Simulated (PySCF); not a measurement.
## Static response to an electric field

CH8F2Si3.
Structure used (GFN2-xTB), in Å, numbered top down from 1:
```
atom  x, y, z in Å
F1     1.1684   -1.0219    1.9002
Si2    1.3636   -1.1430    0.3033
C3     0.0199   -0.0688   -0.4927
Si4   -1.7386   -0.6386   -0.0227
Si5    0.2848    1.7733   -0.1388
F6     1.7565    2.1615   -0.6831
H7     1.1832   -2.5617    0.0213
H8     2.7227   -0.6858    0.0599
H9     0.1143   -0.2007   -1.5745
H10   -2.7129    0.1833   -0.7494
H11   -1.9159   -2.0400   -0.4175
H12   -1.9581   -0.4890    1.4147
H13    0.3191    2.1088    1.2747
H14   -0.6077    2.6221   -0.9177
```

Level: PBE0/def2-SVPD (PySCF), static field, nuclei fixed, core orbitals frozen in the response. The polarisability tensor in these axes (au):

```
x   94.68 -0.13  2.25
y   -0.13 94.59 -1.98
z    2.25 -1.98 75.83
```

Question: What are the eigenvalues, a third of the trace, and Δα (Δα² = ½Σ(αi − αj)² over the three pairs)?

Answer: Principal values 75.37, 94.50 and 95.23 au; mean 88.37 au = 13.09 Å³ = 14.57 × 10⁻⁴⁰ C²·m²/J; Δα = 19.51 au (22 % of the mean).

Question: What is the dipole moment, and where does it point?

Answer: (-1.40, -0.70, -1.44) D, 2.13 D in size, pointing from the negative to the positive side. Measured along this direction, the outermost atoms are H13 and F1 at the negative end and H10 and H11 at the positive end.

Question: Find the Langevin capture rate constant for H3O+ (19.018 u) meeting this molecule (141.990 u), k = 2.342 × 10⁻⁹ cm³/s × √(α in Å³ / reduced mass in u).

Answer: The reduced mass is 16.77 u, so k = 2.07 × 10⁻⁹ cm³/s. The formula leaves out the permanent dipole, which adds to the capture rate.

Question: What are the principal values of the traceless quadrupole moment, Θ = ½Σq(3rr − r²1), about the centre of nuclear charge?

Answer: -7.04, -0.51, 7.55 D·Å. The values depend on the origin, since the dipole doesn't vanish. The electronic extent ⟨r²⟩ about the same centre is 1260 bohr², a root-mean-square distance of 2.18 Å for the 74 electrons.

Question: Give the principal axes and the span of the nuclei along them.

Answer: Largest value along (0.77, -0.62, 0.15), where the nuclei span 4.83 Å; middle along (0.63, 0.78, -0.01), 5.58 Å; least along (-0.11, 0.10, 0.99), 3.23 Å. The strongest response doesn't lie along the longest of the three spans.

Question: How large is μ²/3kT at 298 K beside α?

Answer: In Gaussian units μ²/3kT = 36.65 Å³ against 13.09 Å³, a ratio of 2.80; the Debye molar polarisation (4π/3)N_A(α + μ²/3kT) is 125.5 cm³/mol, leaving out the vibrational part.

Question: What would n − 1 = 2πNα be for an ideal gas of these molecules at 350 K and 1 atm, electronic part alone?

Answer: N = p/kT = 2.0968 × 10¹⁹ cm⁻³, so n − 1 = 2π × N × 13.09 × 10⁻²⁴ cm³ = 1725 × 10⁻⁶ at long wavelengths.

Isolated species at its GFN2-xTB geometry (one conformer only).
